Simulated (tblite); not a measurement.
B2F3H2Si (doublet state).
Numbering: `[F:1][BH:2][SiH:3][B:4]([F:5])[F:6]` (hydrogens: H7 on B2; H8 on Si3)

Computed with GFN2-xTB (tblite), gas phase: L-BFGS steps from a force-field or distance-geometry start until the largest atomic force falls under 0.01 eV/Å.

Step 8: E = -530.3212 eV
```
atom  x, y, z in Å  |  force x, y, z in eV/Å
F1      1.4852    1.7378   -0.7524   -0.074   0.169  -0.215
B2      1.5796    0.5328   -0.2101    0.102  -0.068   0.295
Si3     0.1878   -0.7734   -0.3086   -0.308   0.243   0.017
B4     -1.6344   -0.1545   -0.0430   -0.052   0.139   0.277
F5     -2.1521    0.9857   -0.4806    0.094   0.065  -0.310
F6     -2.3663   -0.6271    0.9633   -0.117  -0.301   0.016
H7      2.4503    0.4056    0.5649    0.342   0.017  -0.060
H8      0.4590   -2.0976    0.2420    0.012  -0.264  -0.021
```

Step 9: E = -530.3427 eV
```
atom  x, y, z in Å  |  force x, y, z in eV/Å
F1      1.4857    1.7399   -0.7573   -0.057   0.054  -0.158
B2      1.5997    0.5367   -0.2061   -0.041  -0.130   0.324
Si3     0.1913   -0.7711   -0.2795   -0.335   0.265   0.086
B4     -1.6563   -0.1536   -0.0440    0.216   0.109   0.294
F5     -2.1664    0.9915   -0.4849    0.121  -0.055  -0.253
F6     -2.3909   -0.6291    0.9606   -0.110  -0.248  -0.060
H7      2.4873    0.4228    0.5583    0.248   0.014  -0.146
H8      0.4587   -2.1277    0.2285   -0.041  -0.008  -0.089
```

Step 10: E = -530.3588 eV
```
atom  x, y, z in Å  |  force x, y, z in eV/Å
F1      1.4845    1.7409   -0.7635   -0.024  -0.105  -0.055
B2      1.6118    0.5401   -0.1975   -0.143  -0.101   0.264
Si3     0.1880   -0.7662   -0.2608   -0.231   0.212   0.161
B4     -1.6690   -0.1489   -0.0371    0.345   0.068   0.252
F5     -2.1722    0.9947   -0.4945    0.105  -0.154  -0.147
F6     -2.4088   -0.6373    0.9586   -0.117  -0.147  -0.127
H7      2.5171    0.4331    0.5520    0.153   0.021  -0.206
H8      0.4576   -2.1470    0.2184   -0.088   0.205  -0.141
```

Q: Estimate the geometry and energy of step 11. (The exact step hangs on the optimiser's Hessian estimate; all steps are aligned on step 10, rigid shifts and turns removed.)

A: E = -530.3769 eV, largest force 0.441 eV/Å
```
atom  x, y, z in Å  |  force x, y, z in eV/Å
F1      1.4826    1.7387   -0.7707    0.011  -0.255   0.063
B2      1.6199    0.5431   -0.1834   -0.196  -0.029   0.152
Si3     0.1798   -0.7574   -0.2413   -0.031   0.107   0.231
B4     -1.6755   -0.1413   -0.0233    0.348   0.025   0.179
F5     -2.1742    0.9945   -0.5082    0.072  -0.225  -0.023
F6     -2.4276   -0.6498    0.9542   -0.121  -0.028  -0.184
H7      2.5492    0.4424    0.5420    0.048   0.022  -0.245
H8      0.4548   -2.1608    0.2064   -0.131   0.384  -0.173
```

The energy changes by -0.0181 eV. The first-order estimate −F·Δx gives -0.0243 eV and the mean of the old and new forces, exact on a quadratic surface, -0.0180 eV. The step makes an angle of 60° with the force vector and moves no atom by more than 0.035 Å.

The cost below is that of the whole relaxation. Hardware: one thread of an Arm Neoverse N1, no GPU, shared host with 64 logical CPUs at a one-minute load of 61. Cost: 0.47 s wall.
